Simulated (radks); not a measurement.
The lutetium ion Lu20+, configuration [Kr] 4d10 4f5.

Method: non-relativistic Kohn-Sham, TPSS, spin-polarised, spherical densities, point nucleus; open shells are filled with parallel spins first (spin-orbit coupling, left out, can overturn this in heavy ions); meta-GGA in the generalised Kohn-Sham scheme; relativity is left out, which matters for an element this heavy; computed with a radial shooting solver on a logarithmic mesh with Libxc functionals.

Energy parts (Ry):
part                       energy
total                 -27404.5878
kinetic                27398.7827
electron-nucleus      -63132.3090
Hartree                 8860.0721
exchange-correlation    -531.1336

Orbitals (lengths in bohr, moments of r in powers of bohr; r(max) is where P^2 peaks):
orbital	occ.	eigenvalue (Ry)	<r^4>	<r^2>	r(max)	<1/r>
1s up	1	-4340.366	9.337e-07	0.0006085	0.01416	70.47
1s down	1	-4340.367	9.337e-07	0.0006085	0.01416	70.47
2s up	1	-740.0801	0.0001540	0.009571	0.07722	16.48
2s down	1	-740.0739	0.0001539	0.009570	0.07722	16.48
2p up	3	-709.3708	0.00009735	0.007092	0.06002	16.51
2p down	3	-709.3670	0.00009734	0.007092	0.06002	16.51
3s up	1	-198.0810	0.005412	0.06029	0.2128	6.318
3s down	1	-197.7541	0.005389	0.06016	0.2126	6.327
3p up	3	-184.0610	0.004867	0.05598	0.2009	6.260
3p down	3	-183.7571	0.004844	0.05584	0.2007	6.269
3d up	5	-158.0154	0.003365	0.04389	0.1592	6.170
3d down	5	-157.7836	0.003343	0.04375	0.1591	6.177
4s up	1	-68.56942	0.1089	0.2776	0.4727	2.824
4s down	1	-68.06136	0.1096	0.2784	0.4728	2.817
4p up	3	-62.69928	0.1163	0.2841	0.4730	2.746
4p down	3	-62.18508	0.1172	0.2851	0.4731	2.738
4d up	5	-52.09008	0.1311	0.2943	0.4664	2.592
4d down	5	-51.56023	0.1328	0.2960	0.4667	2.583
4f up	5	-38.43978	0.1509	0.2972	0.4146	2.336
4f down	0	-37.86258	0.1557	0.3012	0.4160	2.326

The highest occupied level is 4f up at -523.00 eV. The electron density at the nucleus is 2.558e+05 e/bohr^3. For comparison, the ionisation energy in NIST's Atomic Spectra Database is 560 eV (theoretical). In exact Kohn-Sham theory the highest level is minus the ionisation energy, but local and semilocal functionals leave it too shallow, through self-interaction and a potential that decays too fast; potentials with the right tail come closer. Virial ratio -V/T = 2.00021. Spin moment in Bohr magnetons: 5.
